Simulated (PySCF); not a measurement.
**Frontier orbitals and the lowest excitations**

Cubane, C₈H₈.
Atom-mapped SMILES: `[C@H:1]12[C@@H:2]3[C@@H:3]4[C@H:4]1[C@@H:5]1[C@H:6]2[C@H:7]3[C@H:8]41` (hydrogens: H9 on C1; H10 on C2; H11 on C3; H12 on C4; H13 on C5; H14 on C6; H15 on C7; H16 on C8)

Geometry (GFN2-xTB, Å), atoms numbered from 1 in this order:
```
atom  x, y, z in Å
C1    -0.6953    0.8866   -0.7205
C2    -1.1944    0.1977    0.5672
C3     0.1680    0.4687    1.2397
C4     0.6671    1.1576   -0.0480
C5     1.1934   -0.1965   -0.5685
C6    -0.1687   -0.4674   -1.2410
C7    -0.6681   -1.1565    0.0464
C8     0.6943   -0.8855    0.7191
H9    -1.2586    1.6048   -1.3046
H10   -2.1623    0.3571    1.0281
H11    0.3053    0.8480    2.2455
H12    1.2079    2.0959   -0.0870
H13    2.1614   -0.3565   -1.0288
H14   -0.3051   -0.8468   -2.2468
H15   -1.2100   -2.0944    0.0845
H16    1.2575   -1.6038    1.3032
```

Computed with PySCF 2.14.0, density-fitted response routines, TDDFT CAM-B3LYP/def2-SVPD, vertical, gas phase, core orbitals frozen in the response.

Frontier orbitals with the atoms that hold most of them (Löwdin shares over 4%, at most four atoms; ? is withheld):

```tsv
orbital	ε (eV)	atoms
HOMO-3	-9.26	C3 18%, C6 18%, C1 17%, C8 17%
HOMO-2	-8.76	C2 12%, C5 12%, C4 12%, C7 12%
HOMO-1	-8.75	C3 11%, C6 11%, C7 10%, C4 10%
HOMO	-8.75	C8 13%, C1 13%, C6 11%, C3 11%
LUMO	1.56	?
LUMO+1	1.77	C1 12%, C8 12%, H9 8%, H16 8%
LUMO+2	1.77	C3 10%, C6 10%, H11 7%, H14 7%
```

Which atoms hold the LUMO, and with what shares?

H15 (bonded to C) 6%; H14 (bonded to C) 6%; H16 (bonded to C) 6%; H10 (bonded to C) 6%.

Within 0.005 eV of a neighbour in this list lie HOMO-2/HOMO-1/HOMO and LUMO+1/LUMO+2 (point group found: Oh); within a degenerate set the shares of single atoms can hang on how the components are chosen.

The HOMO–LUMO gap is 10.31 eV. Where does the response calculation put the lowest singlet, and from which orbitals?

S1 is at 7.29 eV (f = 0.0000), 3.02 eV below the gap, made of HOMO-2/HOMO-1/HOMO→LUMO+1/LUMO+2 (≥82%). S1/S2/S3 lie within about 0.01 eV of each other. Its leading pair isn't HOMO and LUMO; the energies of that pair differ by 10.52 eV. Without the coupling terms of the response equations the lowest excitation would equal the gap.

Next come S2 at 7.29 eV (f 0.0000), HOMO-2/HOMO-1/HOMO→LUMO+3 (≥45%), HOMO-2/HOMO-1/HOMO→LUMO+1/LUMO+2 (≥36%); S3 at 7.30 eV (f 0.0000), HOMO-2/HOMO-1/HOMO→LUMO+3 (≥42%), HOMO-2/HOMO-1/HOMO→LUMO+1/LUMO+2 (≥40%); S4 at 7.33 eV (f 0.0000), HOMO-2/HOMO-1/HOMO→LUMO+1/LUMO+2 (≥56%), HOMO-2/HOMO-1/HOMO→LUMO+3 (≥13%); S5 at 7.33 eV (f 0.0000), HOMO-2/HOMO-1/HOMO→LUMO+1/LUMO+2 (≥40%), HOMO-2/HOMO-1/HOMO→LUMO+3 (≥37%).

Orbitals of the list HOMO-3 to LUMO+2 that lie within 0.01 eV of each other are written together with a slash and their weights summed (≥ marks a lower bound); for degenerate orbitals outside that list single weights are arbitrary.
